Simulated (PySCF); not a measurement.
CBr$_{4}$, triplet, at the geometry of the source list (a higher spin typed on purpose: for a closed-shell molecule this is an excited state). Base run: DF-HF/3-21G (PySCF).

Here is a job for PySCF.
```python
from pyscf import gto, scf

mol = gto.Mole()
mol.atom = '''
    Br    1.88530000   -0.43270000   -0.15840000
    C    -0.00000000   -0.00000000   -0.00000000
    Br   -0.26770000    1.88070000   -0.39740000
    Br   -0.59920000   -0.37070000    1.80840000
    Br   -1.01850000   -1.07720000   -1.25260000
'''
mol.basis = '3-21g'
mol.spin = 2
mol.verbose = 4
mol.build()

mf = scf.UHF(mol)
mf = mf.density_fit(auxbasis='def2-universal-jkfit')
mf.kernel()
```

The base run was repeated with changes; each row names its change, and settings that it needs were set with it.

```csv
change,E (Eh),HOMO (eV),dipole (D),<S^2>,core-seconds (rough),outcome
base,-10277.59312,-6.01,0.33,2.028,20,converged
functional = wb97x,-10284.87642,-5.97,1.30,2.008,40,converged
functional = b97m_v,-10282.62470,-3.46,0.00,2.002,200,converged
functional = revpbe,-,-,-,-,-,not converged
functional = b3lyp5,-10284.31573,-3.68,0.00,2.001,50,converged
functional = b97-1,-10284.17655,-3.82,0.00,2.001,20,converged
"functional = pw91,pw91",-,-,-,-,-,not converged
functional = blyp; dispersion = d3bj,-,-,-,-,-,not converged
functional = b3lyp; dispersion = d3bj,-10284.91645,-3.78,0.00,2.001,40,converged
functional = blyp; dispersion = d4,-,-,-,-,-,not converged
functional = mn12l,-,-,-,-,-,not converged
functional = bhandhlyp,-10284.73275,-4.97,1.63,2.007,50,converged
functional = o3lyp,-10286.98598,-3.50,0.00,2.001,20,converged
```

Totals shift with the method and basis; they matter in differences.

Open shells are given as the SCF converged; they aren't shown to be the lowest states, and a large step between rows can be another state.
